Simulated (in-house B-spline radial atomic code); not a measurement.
A fraction x of an electron is removed from 3d in Mo III (Mo2+), starting from [Kr] 4d4 and keeping the highest spin. Level of theory: scalar-relativistic (X2C) wB97X, spin-polarised, spherical fractional occupations, Fermi nucleus of rms radius 4.4091 fm; calculated with a B-spline radial code for spherical atoms.

Caution: exact exchange at fractional occupations of open shells leaves self-interaction of up to several eV.

```
   x  E(x) - E(0) (eV)  3d down level (eV)
   0            0.0000            -247.367
0.01            2.4751            -247.663
0.16                 ?                   ?
0.37           93.5708            -258.485
0.49          124.8097            -262.170
0.61          156.4932            -265.893
 0.7          180.5502            -268.710
0.78                 ?                   ?
   1          262.5874            -278.242
```

Task: What belongs in the row x = 0.16?

Result: An energy change of 39.9586 eV; 3d down at -252.128 eV.

Task: What belongs in the row x = 0.78?

Result: An energy change of 202.1476 eV; 3d down at -271.230 eV.

Task: Check Janak's theorem between x = 0.37 and 0.49.

Result: The slope of the energy is 260.32 eV; the orbital levels give 260.33 eV (-ε of the emptying orbital, averaged over the two points).
